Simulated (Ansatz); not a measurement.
Reactions of FH₄OSbSi (`[OH][Sb]([F])[SiH3]`).

Gas-phase electronic energies from Ansatz, PBE0-D4/def2-TZVP geometries. CCSD(T)/CBS adds triple-zeta CCSD(T) − MP2 to the extrapolated MP2 energy (def2 sets, frozen cores). This one scheme is used for every species, atoms too. For atomizations the MP2-based limit and the directly extrapolated one differ by several kJ/mol either way, and by 10 to 25 for some Ge, Se and Sn compounds, so smaller differences from it don't rank the levels. Functionals use def2-TZVPP. B3LYP here is the variant with VWN-RPA as its local correlation; programs differ in this. Open shells (•) are unrestricted, without spin–orbit coupling. Spin–orbit coupling would lower the free atoms: a little for F, O, Si. def2 core potentials past Kr. For Sb outer-core shells are correlated without core-valence functions, so the limit isn't a true one: a few kJ/mol of doubt a bond, and 10 to 20 or more in all where bonds break to atoms. One conformer a species, not always the lowest.

```
                                                    reaction  CCSD(T)/CBS(def2) (kcal/mol)
          `[OH][Sb]([F])[SiH3]` → F• + 4 H• + O• + Sb• + Si•                         575.6
`[OH][Sb]([F])[SiH3]` + SiH₄ → `[F][Sb]([SiH3])[SiH3]` + H₂O                          -2.3
        `[OH][Sb]([F])[SiH3]` + H₂ → `[OH][SbH][SiH3]` + H–F                           9.0
     `[OH][Sb]([F])[SiH3]` + H–F → `[OH][Sb]([F])[F]` + SiH₄                         -18.7
   `[OH][Sb]([F])[SiH3]` + HCl → `[F][Sb]([SiH3])[Cl]` + H₂O                             ?
 `[OH][Sb]([F])[SiH3]` + CH₃OH → `C[O][Sb]([F])[SiH3]` + H₂O                             ?
         `[OH][Sb]([F])[SiH3]` + H₂ → `[F][SbH][SiH3]` + H₂O                             ?
    `[OH][Sb]([F])[SiH3]` + H–F → `[F][Sb]([F])[SiH3]` + H₂O                          -6.2
          `[OH][Sb]([F])[SiH3]` → `[OH]`• + `[F][Sb][SiH3]`•                          88.0
```

(1) Fill in the missing values. (Estimate.)

Largest T1 diagnostic: 0.016, for `[F][Sb][SiH3]`•.

Results:

(1) The calculation gave: `[OH][Sb]([F])[SiH3]` + HCl → `[F][Sb]([SiH3])[Cl]` + H₂O: -13.8 kcal/mol; `[OH][Sb]([F])[SiH3]` + CH₃OH → `C[O][Sb]([F])[SiH3]` + H₂O: -1.4 kcal/mol; `[OH][Sb]([F])[SiH3]` + H₂ → `[F][SbH][SiH3]` + H₂O: +1.8 kcal/mol.
